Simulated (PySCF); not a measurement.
# Two-component Hartree-Fock for Yb(53+) (ytterbium, charge +53)

Start: [Ne] 3s2 3p5; 3p1/2 filled at m_j = -1/2, +1/2; 3p3/2 filled at m_j = -1/2, +1/2, +3/2. Calculated with PySCF 2.14 in an even-tempered Gaussian basis (18 s from 15 bohr⁻², ratio 2.4; 14 p from 19 bohr⁻², ratio 2.4; 4 d from 70 bohr⁻², ratio 2.6; 4 f from 100 bohr⁻², ratio 2.6): generalised Hartree-Fock with the X2C-1e Hamiltonian and a Gaussian nucleus; one run each with spin-orbit coupling (SO) switched off, then screened by Boettger's factors.

| spinor shell | electrons | ε, spin-free (eV) | ε, screened SO (eV) | weight of nominal j (screened SO) | rms radius, screened SO (bohr) |
| --- | --- | --- | --- | --- | --- |
| 1s1/2 | 2 | -65453.2 | -65435.5 | 1.000 | 0.0223 |
| 2s1/2 | 2 | -14245.7 | -14239.4 | 1.000 | 0.0890 |
| 2p1/2 | 2 | -13008.0 | -13766.8 | 1.000 | 0.0757 |
| 2p3/2 | 4 | -13008.0 | -12690.6 | 1.000 | 0.0824 |
| 3s1/2 | 2 | -5568.3 | -5566.1 | 1.000 | 0.215 |
| 3p1/2 | 2 | -5189.7 | -5380.4 | 1.000 | 0.205 |
| 3p3/2 | 3 | -5189.7 | -5108.3 | 1.000 | 0.216 |

```csv
quantity,spin-free,screened SO
E (hartree),-11228.91402,-11244.68511
M_J,3/2,3/2
⟨J²⟩,3.750,3.750
⟨L²⟩,2.000,2.036
⟨S²⟩,0.750,0.786
```

Each row is a mean over spinors that exchange with the open shell spreads, by up to 26.329 eV (3s1/2).

Breit and QED terms are absent; they matter most for the inner s and p1/2 levels.

Densities and radii are taken from the X2C orbitals without a picture-change correction, which distorts them close to the nucleus.

Without spin-orbit coupling the j labels of p, d and f shells carry no meaning; the spin-free column gives the mean over the occupied spinors of each nl shell.
